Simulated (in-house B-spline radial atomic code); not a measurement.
Ti¹⁵⁺. Computed with a B-spline radial atomic code. Model: all-electron spherical atom, spin shells full or empty, radial basis limit, no spin-orbit coupling: exact exchange with a local potential (Slater, KLI or optimised effective potential, whose far tail is KLI's), no correlation.

Exchange potential has not reached -1/r at the last radius.

The run also made RPA and GW results, which its time includes.

The Slater potential averages the orbital exchange potentials with the orbital densities as weights, KLI adds orbital constants, and the optimised effective potential minimises the exact-exchange energy among local potentials. So their energies lie above Hartree-Fock in the order OEP, KLI, Slater. All fall off as −1/r, unlike LDA and GGA exchange.

Command:
```bash
python run_gw.py task.json out
```
Settings (lengths in bohr, energies in hartree):
```
Z                      22
electrons              7
configuration          [He] 2s2 2p3
hamiltonian            nr
method                 oep
lmax                   9
spin_polarised         True
box_radius             5
intervals              63
```

Run time, properties included: 2.3 s on 1 thread of Arm Neoverse N1 (shared host).

Given: hamiltonian non-relativistic; mean-field start exchange-only OEP.

Computed: energy above Hartree-Fock 1.4079 millihartree; virial ratio -E/T less 1 -1e-06.

```csv
radius (bohr),r times exchange potential up (hartree bohr),r times exchange potential down (hartree bohr)
0.00227,-0.04307,-0.043104
0.00268,-0.050815,-0.050849
0.00316,-0.059866,-0.0599
0.00373,-0.070577,-0.070607
0.0044,-0.083112,-0.083131
0.00519,-0.097805,-0.097809
0.00612,-0.11497,-0.11494
0.00722,-0.13504,-0.13497
0.00852,-0.15842,-0.15826
0.01,-0.18453,-0.18427
0.0119,-0.21716,-0.21672
0.014,?,?
0.0165,-0.29153,-0.29048
0.0195,-0.33621,-0.33464
0.0229,-0.383,-0.38077
0.0271,?,?
0.0319,-0.48684,-0.48277
0.0377,-0.53877,-0.53389
0.0444,-0.58498,-0.58037
0.0524,-0.62214,-0.62034
0.0618,-0.64329,-0.64947
0.0729,-0.64317,-0.6632
0.086,-0.62619,-0.65305
0.101,-0.62451,-0.60424
0.12,-0.69344,-0.48856
0.141,-0.82784,-0.4074
0.167,-0.98843,-0.52398
0.196,-1.1255,-0.68496
0.232,-1.2445,-0.79144
0.273,-1.3276,-0.86051
0.322,-1.3717,-0.91573
0.38,-1.373,-0.95586
0.449,-1.3383,-0.98096
0.529,-1.2833,-0.99322
0.624,-1.2215,-0.99815
0.736,-1.1635,-0.99963
0.868,-1.1079,-0.99994
```

**Question.** What belongs in the row 0.014?

**Answer.** r times exchange potential up (hartree bohr): -0.25195; r times exchange potential down (hartree bohr): -0.25127.

**Question.** What belongs in the row 0.0271?

**Answer.** r times exchange potential up (hartree bohr): -0.43506; r times exchange potential down (hartree bohr): -0.43192.

| occupied | level (hartree) | Hartree-Fock level (hartree) |
| --- | --- | --- |
| 1s up | -203.43 | -207.41 |
| 1s down | -203.1 | -206.59 |
| 2s up | -40.924 | -41.264 |
| 2s down | ? | ? |
| 2p up | -38.471 | -38.471 |

**Question.** What belongs in the row 2s down?

**Answer.** level (hartree): -39.45; Hartree-Fock level (hartree): -39.45.

| empty | level (hartree) |
| --- | --- |
| 2p down | -36.826 |
| 3s up | ? |
| 3s down | -16.156 |
| 3p up | -15.81 |
| 3p down | -15.379 |
| 3d up | -15.016 |
| 3d down | -14.456 |
| 4s up | ? |
| 4s down | -8.7826 |
| 4p up | -8.581 |
| 4p down | -8.4654 |
| 4d up | -8.2696 |
| 4d down | -8.1132 |
| 4f up | -8.105 |

**Question.** What belongs in the row 3s up?

**Answer.** level (hartree): -16.559.

**Question.** What belongs in the row 4s up?

**Answer.** level (hartree): -8.8894.

The highest level, 2p up, differs from Hartree-Fock by -0.018 eV and the deepest, 1s up, by +108 eV: a local potential can match the highest level but can't give each shell its own exchange.
